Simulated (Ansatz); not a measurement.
Geometry optimisation, RKS r2SCAN-D4/def2-SVP in Ansatz 0.2.0.

input.yaml

```yaml
crystal:
  periodic: [false, false, false]
  atoms:
    - { symbol: Ge, position_ang: [0.0, 0.0, 0.0] }
    - { symbol: O, position_ang: [0.0, 0.0, 2.12] }
    - { symbol: H, position_ang: [-0.9095, -0.2814, 2.4571] }
    - { symbol: F, position_ang: [1.5842, 0.0, -0.5594] }
    - { symbol: F, position_ang: [-0.7913, 1.3709, -0.5594] }
    - { symbol: F, position_ang: [-0.7913, -1.3709, -0.5594] }
    - { symbol: H, position_ang: [0.9656, -1.4663, 0.5833] }
    - { symbol: H, position_ang: [0.7487, -1.1369, 1.5265] }
basis:
  gaussian: { orbitals: def2-SVP }
hamiltonian:
  xc: r2scan
  dispersion: d4
relax:
  f_tol: 0.15
  max_steps: 25
  restrain:
    - { distance: [0, 6], at: 2.75, k: 30.0 }
    - { distance: [7, 1], at: 2.21, k: 30.0 }
    - { distance: [0, 1], at: 1.77, k: 30.0 }
    - { distance: [7, 6], at: 0.66, k: 30.0 }
```

Run as:

```bash
$ ansatz run input.yaml --threads 4 --pin off --max-ram 5120MiB --backend cpu --events-out ev --progress --plain --runs-dir out
```

Where does it end, and by what steps?

It converged. The restraints hold the end off the free minimum; the threshold counts their pulls, which the force column leaves out. Restrained pairs: Ge1–H7 (1.85 → 2.75 Å), O2–H8 (1.49 → 2.22 Å), Ge1–O2 (2.12 → 1.76 Å), H7–H8 (1.02 → 0.72 Å). After 16 steps the energy has fallen by 2.614 eV (the restraints' own energy left out); H3 moved furthest, 0.87 Å.

| step | energy less start (eV) | largest force component (eV/Å) | accepted |
| --- | --- | --- | --- |
| 0 | 0.0000 | 4.384 | yes |
| 1 | -1.0316 | 4.244 | yes |
| 2 | -1.6007 | 4.936 | yes |
| 3 | -2.1370 | 3.486 | yes |
| 4 | -2.5133 | 1.218 | yes |
| 5 | -2.4955 | 1.269 | yes |
| 6 | -2.5501 | 1.440 | yes |
| 7 | -2.5577 | 1.518 | yes |
| 8 | -2.5708 | 1.572 | no |
| 9 | -2.5743 | 1.375 | yes |
| 10 | -2.5859 | 1.215 | yes |
| 11 | -2.5959 | 1.372 | yes |
| 12 | -2.5699 | 1.687 | no |
| 13 | -2.6006 | 1.374 | yes |
| 14 | -2.6107 | 1.417 | yes |
| 15 | -2.5882 | 1.454 | no |
| 16 | -2.6136 | 1.367 | yes |

```xyz
8
Properties=species:S:1:pos:R:3
Ge -0.147 0.070 0.114
O -0.231 -0.070 1.862
H -0.887 0.556 2.216
F 1.444 0.333 -0.445
F -1.100 1.409 -0.376
F -0.755 -1.301 -0.703
H 1.399 -2.074 0.876
H 1.084 -1.808 1.464
```

Time of the run: 20 s on 4 threads of Intel(R) Xeon(R) Platinum 8488C (Sapphire Rapids), on a shared host, peak memory 0.2 GiB.
